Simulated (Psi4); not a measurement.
Pair of molecules, SMILES [SiH4] with SMILES CC#N (the first has 5 atoms); geometry from B3LYP-D3(BJ)/def2-TZVP, rigid monomers moved along the line of their centres of mass till Si1···C7 is 3.22 Å.
(charge 0, multiplicity 1):
| atom | x (Å) | y (Å) | z (Å) |
|---|---|---|---|
| Si | 0.1832 | 0.1384 | 0.1081 |
| H | -0.2148 | 0.1674 | -1.3192 |
| H | -0.2366 | -1.1559 | 0.6927 |
| H | -0.5145 | 1.2348 | 0.8186 |
| H | 1.6453 | 0.3029 | 0.2248 |
| C | -1.3820 | -0.0827 | 3.4548 |
| C | 0.0630 | -0.0024 | 3.3215 |
| N | 1.2046 | 0.0613 | 3.2034 |
| H | -1.8199 | 0.9130 | 3.3841 |
| H | -1.7927 | -0.7038 | 2.6586 |
| H | -1.6486 | -0.5190 | 4.4175 |

These are SAPT0/jun-cc-pV(D+d)Z in Psi4 values and carry that method's errors.

Q: Give the four SAPT terms and the total, and say what mostly holds the pair together.

A: electrostatics -160.3, exchange 355.6, induction -53.1, dispersion -141.6, total 0.6 meV; the largest attraction is electrostatics.
